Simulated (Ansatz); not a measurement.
```yaml
crystal:
  periodic: [false, false, false]
  atoms:
    - {symbol: N, position_ang: [0.370654, 0.844400, -1.224847]}
    - {symbol: Nb, position_ang: [-0.554845, -0.168890, 0.360597]}
    - {symbol: O, position_ang: [-2.132919, 0.109086, 0.146084]}
    - {symbol: O, position_ang: [-0.179710, -1.903925, 0.038524]}
    - {symbol: O, position_ang: [0.120095, 0.378958, 1.938163]}
    - {symbol: H, position_ang: [-0.132083, 1.387356, -1.849054]}
    - {symbol: H, position_ang: [1.171819, 0.908333, -1.388941]}
    - {symbol: H, position_ang: [0.455769, -2.608338, -0.176909]}
    - {symbol: H, position_ang: [1.114625, 0.634864, 2.311200]}
basis:
  gaussian: {orbitals: def2-SVPD}
magnetization: {spin_polarized: true, initial_magnetization: 1}
hamiltonian: {xc: {name: r2SCAN0}}
```

```sh
$ ansatz run in.yaml --threads 2 --pin off --events-out ev --progress --plain --max-ram 32768MiB --backend cpu
```

Output, abridged:

```
Error: a molecule whose nuclei and cores have a total charge of 48 cannot have a net charge of 0 together with 1 unpaired electrons
```

What is wrong with this run?

The number of unpaired electrons doesn't fit the electron count. The input was rejected before any iteration.
